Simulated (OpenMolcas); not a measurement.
## O II: effect of the level shift or regulariser

```yaml
Program: OpenMolcas
Basis: ANO-R3 [4s4p2d1f]
Scalar_Hamiltonian: X2C, finite nucleus
Active_space: 3 electrons in 9 orbitals (RAS2 2p; RAS3 3s 3d, at most 1 electron)
State_averaging: 2S+1 = 4 odd, 1 root; 2S+1 = 2 odd, 8 roots; 2S+1 = 4 even, 3 roots; 2S+1 = 2 even, 9 roots
Spin-orbit_coupling: state interaction with AMFI integrals over the reference wave functions, term energies averaged over their components
```

Methods on the same reference wave functions:
A. RASSCF
B. SS-RASPT2, IPEA 0.25 Eh, imaginary shift 0.1 Eh (closed shells correlated: 1s 2s)
C. SS-RASPT2, IPEA 0.25 Eh, imaginary shift 0.3 Eh (closed shells correlated: 1s 2s)

Energies in cm⁻¹ above 2s² 2p³ ⁴S°_3/2, the measured ground level; measured values from NIST Handbook of Basic Atomic Spectroscopic Data.

| Level | A | B | C | Measured |
| --- | --- | --- | --- | --- |
| 2s² 2p³ ⁴S°_3/2 | 0.0 | 0.0 | 0.0 | 0.0 |
| 2s² 2p³ ²D°_3/2 | 30579 | 27540 | 27540 | 26831 |
| 2s² 2p³ ²D°_5/2 | 30581 | 27540 | 27540 | 26811 |
| 2s² 2p³ ²P°_1/2 | 50641 | 45320 | 45320 | 40470 |
| 2s² 2p³ ²P°_3/2 | 50643 | 45320 | 45330 | 40468 |
| 2s² 2p² 3s ⁴P_1/2 | 185658 | 187020 | 187020 | 185235 |
| 2s² 2p² 3s ⁴P_3/2 | 185765 | 187120 | 187130 | 185341 |
| 2s² 2p² 3s ⁴P_5/2 | 185944 | 187300 | 187310 | 185499 |
| 2s² 2p² 3s ²P_1/2 | 189960 | 190980 | 190980 | 188889 |
| 2s² 2p² 3s ²P_3/2 | 190171 | 191190 | 191190 | 189069 |
| 2s² 2p² 3s ²D_5/2 | 209809 | 208890 | 208890 | 206972 |
| 2s² 2p² 3s ²D_3/2 | 209809 | 208890 | 208890 | 206973 |
| 2s² 2p² 3s ²S_1/2 | 243297 | 235130 | 235290 | 230609 |

Deviations, from unrounded energies. A percentage is the sum of absolute deviations over the sum of measured energies, with the sign that they share, or ± where signs differ.

```tsv
Against measurement	Levels	A	B	C
mean absolute deviation (cm-1)	12	4100	2400	2400
other terms of the ground configuration (%)	4	+20.7	+8.3	+8.3
other configurations (%)	8	+1.4	+1.1	+1.1
```

B, C lie about equally close to measurement and A furthest from it. The largest miss of B in the table is 2s² 2p³ ²P°_3/2, by +4900 cm-1. The ranking rests on the paired levels alone, and a cruder setting can come out closer through cancelling errors.

Between B and C the level of the table that moves most is 2s² 2p² 3s ²S_1/2, by 160 cm-1 (lowest in B, highest in C). Moves below CASPT2's spread within the term are not significant.

The mean deviations of B to C differ by less than CASPT2's widest spread within a term (110 cm-1), so their order carries little weight.

From A to B the spin-free energies of the other terms of 2s² 2p³ shown, above ⁴S°, scale by factors of 0.89 to 0.90.

The lowest spin-free term lies below A's lowest term by 0.110 hartree in B, 0.110 hartree in C.

CASPT2 does not keep the components of a term degenerate, so their means are used; among the terms shown or strongly mixed into the levels shown the widest spread is 110 cm-1 (2s² 2p³ ²D°, B). ANO sets are built for valence states and can reach diffuse excited orbitals poorly. With the s shell closed, the reference lacks s² → p² mixing. No level of 2s² 2p² 3d was computed, though it lies in the active space. Without dynamic correlation excited terms often stand tens of per cent too high (terms of higher spin than the ground term too low), and those without a measured partner can miss by more than the paired ones (holds for A). Computed and measured levels are paired by configuration, term and J; levels that our copy of the source lacks, or whose pairing is in doubt (as where it misses far off the trend of its configuration), stay unpaired and out of the deviations. Only configurations of the active space appear.

° marks odd parity.
